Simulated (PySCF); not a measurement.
## TlB: one state, many levels of theory

State: ³Π (triplet), unpaired electrons σ ↑, π ↑. Set-up: Tl cc-pVDZ-PP with ECP60, B cc-pVDZ; scalar-relativistic core potentials (PySCF 2.14). De refers to Tl + B in their high-spin ground configurations, without counterpoise correction. The functionals are run spin-unrestricted. A positive dipole means Tl(−)B(+).

```
      Level  Re (Å)  ωe (cm⁻¹)  De (eV)  μ (D)
        UHF   2.517        350     0.79  -2.69
    UHF-MP2   2.472        376     1.27    n/a
UHF-SCS-MP2   2.483        372     1.10    n/a
   UHF-CCSD   2.502        349     1.17    n/a
UHF-CCSD(T)   2.502        346     1.25    n/a
        PBE   2.522        322     1.83  -2.11
     PBEsol   2.484        338     1.99  -1.95
       BLYP   2.568        301     1.59  -2.10
     r²SCAN   2.495        343     1.78  -2.13
       PBE0   2.487        348     1.66  -2.26
      HSE06   2.492        345     1.67  -2.22
  BHandHLYP   2.489        354     1.30  -2.36
```

The bond length runs from 2.472 Å (UHF-MP2) to 2.568 Å (BLYP). De spans 0.79 eV (UHF, mean field) to 1.99 eV (PBEsol, GGA). Correlation at CCSD(T) changes the Hartree–Fock bond energy by +0.46 eV; the triples alone change it by +0.08 eV.

Correlated steps freeze 5 core orbitals. Correlated levels converge slowly with the basis: in double zeta they bind strong bonds too weakly, by up to about 1 eV, and carry superposition errors of some tenths. Spin–orbit coupling is left out, which matters for elements this heavy, above all for dissociation energies. The state is the lowest determinant that a PBE0 search found; another state may lie lower at other levels.
